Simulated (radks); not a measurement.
Values are calculated unless marked as measured or tabulated.
All-electron atom: the mercury ion Hg2+ in [Xe] 4f14 5d10.

Code: a radial shooting solver on a logarithmic mesh with Libxc functionals. Model: Dirac Kohn-Sham, PBE, spin-unpolarised, spherical densities, finite nucleus; Fermi nuclear charge, rms radius 5.4648 fm.

Energy parts (hartree):
part                       energy
total                 -19656.2698
kinetic                22659.7127
electron-nucleus      -49521.8356
Hartree                 7579.0061
exchange-correlation    -373.1530

Orbitals (lengths in bohr, moments of r in powers of bohr; r(max) is where P^2 peaks):
orbital,occ.,eigenvalue (hartree),<r>,<r^4>,r(max)
1s1/2,2,-3050.757,0.01659,3.998e-07,0.01022
2s1/2,2,-540.8611,0.06926,0.00005791,0.05937
2p1/2,2,-519.1221,0.05692,0.00003430,0.04362
2p3/2,4,-447.5497,0.06560,0.00005385,0.05111
3s1/2,2,-128.8712,0.1801,0.002101,0.1670
3p1/2,2,-119.0403,0.1704,0.001827,0.1558
3p3/2,4,-103.1874,0.1863,0.002547,0.1710
3d3/2,4,-86.85004,0.1621,0.001683,0.1330
3d5/2,6,-83.45300,0.1670,0.001859,0.1372
4s1/2,2,-28.88093,0.3992,0.04682,0.3763
4p1/2,2,-24.65839,0.4011,0.04977,0.3742
4p3/2,4,-20.83068,0.4353,0.06863,0.4053
4d3/2,4,-13.91502,0.4424,0.08118,0.3976
4d5/2,6,-13.20129,0.4536,0.08945,0.4071
5s1/2,2,-5.03410,0.9031,1.214,0.8290
4f5/2,6,-4.30340,0.4793,0.1555,0.3644
4f7/2,8,-4.14933,0.4860,0.1647,0.3689
5p1/2,2,-3.64167,0.9725,1.711,0.8738
5p3/2,4,-2.97167,1.069,2.520,0.9531
5d3/2,4,-1.10043,1.412,9.572,1.141
5d5/2,6,-1.02980,1.465,11.21,1.177
6s1/2,0,-0.85792,2.379,60.39,2.083
6p1/2,0,-0.59174,2.853,127.9,2.464
6p3/2,0,-0.52992,3.121,179.9,2.727

The highest occupied level is 5d5/2 at -28.022 eV. The electron density at the nucleus is 2.324e+06 e/bohr^3. Summed over all electrons, <r^2> = 42.06 bohr^2, which gives a Langevin (diamagnetic) susceptibility term of -33.3 x 10^-6 cm^3/mol. For comparison, the ionisation energy in NIST's Atomic Spectra Database is 34.49 eV (measured). In exact Kohn-Sham theory the highest level is minus the ionisation energy, but local and semilocal functionals leave it too shallow, through self-interaction and a potential that decays too fast; potentials with the right tail come closer. The density falls to 0.001 e/bohr^3 at r = 3.46 bohr.
